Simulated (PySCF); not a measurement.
## Spectroscopy problems

PySCF calculation with shieldings: GIAO PBE0/pcSseg-1 and geometry: GFN2-xTB; isolated molecule, equivalent nuclei averaged, relativity neglected, single conformer.

δ = σ(ref) − σ, references computed at the same level: 1H (31.72 ppm) and 13C (186.93 ppm) vs TMS. Splittings of carbon signals by F and P are missing where no couplings were computed. Where no couplings were computed, multiplicities follow the n + 1 count of equivalent neighbours, and m marks all less simple cases (inequivalent or close neighbours, rings, F or P nearby). Shifts are as computed. Against solution values, carbons near 30 ppm lie about +3 ppm off and those near 130 ppm about +5 ppm. Of 1309 compounds with measured shifts, 239 miss one by over three times the rms of a fit or turn the order of signals round; such compounds aren't used in these exercises. OH and NH positions are gas-phase values without hydrogen bonding to other molecules.

(1) C₄H₄N₄Si. 1H NMR (300 MHz, computed): δ 2.05 (s, 2H), 1.83 (br s, 2H). 13C{1H} NMR (computed): δ 122.1 (C), 118.5 (C), 4.1 (CH2). What is it?

(2) C₆H₉FO₂Si. 1H NMR (500 MHz, computed): δ 6.44 (m, 1H), 6.23 (m, 1H), 6.00 (m, 1H), 5.69 (m, 1H), 5.43 (m, 1H), 5.32 (m, 1H), 3.59 (s, 3H). 13C{1H} NMR (computed): δ 176.5 (C), 148.5 (CH), 137.2 (CH), 125.0 (CH2), 110.5 (C), 52.4 (CH3). What is it?

## Answers

(1) SMILES N#CC[Si](N)(C#N)C#N. The formula gives 6 degrees of unsaturation (no ring in the answer). 3 carbon signals for 4 carbons: some carbons are equivalent by symmetry or fast rotation. Carbon types of the structure: 3 × C, 1 × CH2, leaving 2 H on heteroatoms. δC 122.1, 118.5: nitrile carbon; C≡N carbons fall here, among the sp2 signals but without a proton. δC 4.1: sp3 CH2 bonded to Si, α to a nitrile; an electropositive neighbour leaves it electron-rich and shielded. δH 2.05: hydrogen on an sp3 CH2 bonded to Si, α to a nitrile. δH 1.83: hydrogen on a nitrogen bonded to Si; labile proton, position sensitive to the medium.

The data come from this structure; uniqueness wasn't tested.

(2) SMILES C=C[C@]1(OC)C=C(F)[SiH2]O1. The formula gives 3 degrees of unsaturation (1 ring in the answer). 6 carbon signals for 6 carbons: no two carbons are equivalent. Carbon types of the structure: 2 × C, 2 × CH, 1 × CH2, 1 × CH3, leaving 2 H on heteroatoms. δC 176.5: fully substituted alkene carbon. δC 148.5, 137.2: alkene CH; the olefinic region. δC 125.0: terminal =CH2 carbon; an sp2 carbon of a C=C bond. δC 110.5: sp3 carbon bearing two oxygens; 2 electronegative neighbours deshield it.

This is the structure that produced the data.
